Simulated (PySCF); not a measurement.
# Electron correlation in Zn²⁺ (zinc, charge +2)

[Ar] 3d9 4s1, high-spin 3D determinant (an excited configuration). Computed with PySCF 2.14 in ANO-RCC-VTZP (6s5p3d2f1g, 59 functions), with scalar relativity by spin-free X2C-1e. Frozen: [Ar]; 10 electrons correlated.

```tsv
level	correlation energy (mhartree)
CCSD	-335.38
(T)	-6.27
CCSD(T)	-341.65
```

Diagnostics: T1 = 0.0076, D1 = 0.0197, largest double amplitude 0.016.

Cost of the coupled-cluster step: of the order of 6 core-seconds, for 10 correlated electrons.

Iterations:

```
CC2 = 0
CCSD nocc = (np.int64(6), np.int64(4)), nmo = (50, 50)
frozen orbitals [[0, 1, 2, 3, 4, 5, 6, 7, 8], [0, 1, 2, 3, 4, 5, 6, 7, 8]]
max_cycle = 100
direct = 0
conv_tol = 1e-08
conv_tol_normt = 1e-06
diis_space = 8
diis_start_cycle = 0
Init t2, MP2 energy = -0.354592191466585
Init E_corr(UCCSD) = -0.354592191497445
cycle = 1  E_corr(UCCSD) = -0.329721638623552  dE = 0.0248705529  norm(t1,t2) = 0.0424241
cycle = 2  E_corr(UCCSD) = -0.335783733301021  dE = -0.00606209468  norm(t1,t2) = 0.011491
cycle = 3  E_corr(UCCSD) = -0.335096565869284  dE = 0.000687167432  norm(t1,t2) = 0.00449929
cycle = 4  E_corr(UCCSD) = -0.335341869315149  dE = -0.000245303446  norm(t1,t2) = 0.00155026
cycle = 5  E_corr(UCCSD) = -0.335389857022747  dE = -4.79877076e-05  norm(t1,t2) = 0.000305726
cycle = 6  E_corr(UCCSD) = -0.335375096462428  dE = 1.47605603e-05  norm(t1,t2) = 8.36944e-05
cycle = 7  E_corr(UCCSD) = -0.335376559603703  dE = -1.46314127e-06  norm(t1,t2) = 1.57709e-05
cycle = 8  E_corr(UCCSD) = -0.335376555927145  dE = 3.67655822e-09  norm(t1,t2) = 3.55589e-06
cycle = 9  E_corr(UCCSD) = -0.33537642933457  dE = 1.26592575e-07  norm(t1,t2) = 9.47034e-07
cycle = 10  E_corr(UCCSD) = -0.33537642753995  dE = 1.79461962e-09  norm(t1,t2) = 3.09458e-07
UCCSD converged
E(UCCSD) = -1793.399767077281  E_corr = -0.3353764275399503
UCCSD(T) correction = -0.00626958033615295
```
